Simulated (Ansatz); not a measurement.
Correlation energies of C₂H₆Al₂ by basis set

```xyz
10

Al    1.561    0.634   -0.191
C     0.104   -0.289   -0.896
C    -1.314    0.048   -0.467
Al   -0.331   -0.378    1.146
H     3.086    1.003   -0.266
H     0.750    1.021    1.306
H     0.227   -1.093   -1.619
H    -2.052   -0.699   -0.758
H    -1.676    1.050   -0.679
H    -0.355   -1.296    2.424
```

The species carries charge 0 and has multiplicity 1. The bonds changed during the relaxation, so this is another structure than the one it started from. The geometry is a stationary point of PBE0-D4/def2-TZVP. Frozen core, restricted reference, the Gaussian-basis code of Ansatz. CBS rows extrapolate triple and quadruple zeta; past MP2 they add the triple-zeta difference.

| basis | HF (Eh) | MP2 corr. |
| --- | --- | --- |
| def2-SVP | -562.77543 | -0.42104 |
| def2-TZVPP | -563.03091 | -0.51304 |
| def2-QZVPP | -563.04868 | -0.54579 |

Problem. Estimate the CCSD correlation energy and the (T) correction in each basis where they were run (hartree).

Solution. 
```json
{"basis": "def2-SVP", "CCSD corr.": "-0.46622", "(T)": "-0.01758"}
{"basis": "def2-TZVPP", "CCSD corr.": "-0.55246", "(T)": "-0.02555"}
{"basis": "CBS(def2)", "CCSD corr.": "-0.60946", "(T)": "as TZ"}
```
